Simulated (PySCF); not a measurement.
**ISiN, singlet: data card**

These are results of PBE0 in PySCF with Si def2-TZVP, N def2-TZVP, I def2-TZVP with ECP28; scalar-relativistic core potentials, no spin–orbit coupling; density-fitted integrals, not measurements.

The structure is a minimum.

Coordinates in bohr (charge 0 multiplicity 1):
```
Si    0.0000    0.0000   -3.1406
N     0.0000    0.0000   -6.0877
I     0.0000    0.0000    1.3641
```

```
Point group                                                                   : C∞v
Bond lengths                                                                  : Si–I 2.384 Å, Si–N 1.560 Å
Bond angles                                                                   : I–Si–N 180.0°
Heat capacity Cp at 298.15 K                                                  : 52.8 J/(mol K)
Principal quadrupole moments (Buckingham, traceless) about the centre of mass : -16.99, 8.49, 8.49 D Å
Entropy at 298.15 K and 1 bar                                                 : 280.5 J/(mol K)
Atomisation energy without zero-point energy                                  : 629 kJ/mol
Highest occupied level                                                        : -7.61 eV
Rotational symmetry number                                                    : 1
Rotational constants                                                          : 0.05839 cm⁻¹
Principal polarisabilities                                                    : 46.8, 46.8, 107.7 bohr³
Zero-point energy                                                             : 10.9 kJ/mol
Dipole moment                                                                 : 5.28 D
Enthalpy at 298.15 K above 0 K                                                : 13.39 kJ/mol
Lowest empty level                                                            : -3.44 eV
```

Harmonic modes (masses in u: Si 27.977, N 14.003, I 126.904):
```
symmetry  ω (cm⁻¹)  IR (km/mol, summed over degenerate members)  μ (u)
       π       120                                         27.4  20.02
      σ+       328                                         17.7  25.59
      σ+      1259                                         13.3  17.18
```

In C∞v the vibrations span π + 2σ+.

Charges (e):
| atom | Mulliken | Löwdin | polar tensor | Mayer order to Si1 |
| --- | --- | --- | --- | --- |
| Si1 | 0.32 | -0.01 | 0.48 | – |
| N2 | -0.37 | -0.29 | -0.33 | 2.95 |
| I3 | 0.05 | 0.30 | -0.15 | 1.24 |

Mulliken populations on Si1: s 5.14, p 8.19, d 0.28, f 0.06.

Counting electrons, silicon keeps none of its valence electrons outside its bonds, so the VSEPR class is AX2 and the expected shape is linear; with unlike ligands the computed point group is C∞v.

This need not be the most stable arrangement of these atoms.

The final relaxation and frequency run took of the order of 80 core-seconds on a shared host.
